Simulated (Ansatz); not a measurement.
## Ansatz (development build ahead of 0.2.0) run

```yaml
crystal:
  periodic: [false, false, false]
  atoms:
    - { symbol: H, position_ang: [0.03554, -0.03493, -1.37851] }
    - { symbol: Br, position_ang: [0.04306, 0.02318, 0.04992] }
basis:
  gaussian: { orbitals: def2-TZVP }
hamiltonian:
  xc: hf
correlation:
  method: mp2
  frozen_orbitals: { Br: 9, H: 0 }
```

The input is written out in the form of the current development build from the run's settings.

Output:

* Converged: yes
* Reference energy: -2573.00064 hartree
* Correlation energy: -0.28405 hartree
* Total energy: -2573.28469 hartree
* Spin squared of the determinant: 0.000
